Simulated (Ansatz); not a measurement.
`NCSS` and `N[SiH2]SS` differ in one element.

Ansatz, PBE0-D4/def2-TZVP geometries, multiplicity 1. Each molecule was computed in one conformer, which needn't be the lowest.

```json
{"property": "HOMO–LUMO gap (PBE0/def2-TZVPP) / eV", "`NCSS`": "6.28"}
{"property": "LUMO energy (B3LYP/def2-TZVPP) / eV", "`NCSS`": "-0.77"}
{"property": "zero-point energy (PBE0-D4/def2-TZVP) / kJ/mol", "`NCSS`": "174.8"}
{"property": "size of the dipole moment (ωB97M-V/def2-TZVPP) / D", "`NCSS`": "0.75"}
{"property": "HOMO–LUMO gap (B3LYP/def2-TZVPP) / eV", "`NCSS`": "5.81"}
{"property": "HOMO energy (ωB97M-V/def2-TZVPP) / eV", "`NCSS`": "-9.02"}
```

Question: What does the change do to each property? (Best estimate.)

Answer: Ansatz gave: 
| property | `N[SiH2]SS` | shift |
| --- | --- | --- |
| HOMO–LUMO gap (PBE0/def2-TZVPP) / eV | 6.05 | -0.23 |
| LUMO energy (B3LYP/def2-TZVPP) / eV | -1.20 | -0.43 |
| zero-point energy (PBE0-D4/def2-TZVP) / kJ/mol | 144.3 | -30.5 |
| size of the dipole moment (ωB97M-V/def2-TZVPP) / D | 2.36 | 1.61 |
| HOMO–LUMO gap (B3LYP/def2-TZVPP) / eV | 5.60 | -0.21 |
| HOMO energy (ωB97M-V/def2-TZVPP) / eV | -9.18 | -0.16 |

With PBE0 the HOMO falls by 0.23 eV and the LUMO falls by 0.45 eV, so the gap narrows by about 0.22 eV. PBE moves the HOMO by -0.30 eV and ωB97M-V by -0.16 eV. Dipoles are sizes alone; their direction can turn.

B3LYP here is the variant with VWN-RPA as its local correlation; programs differ in this.
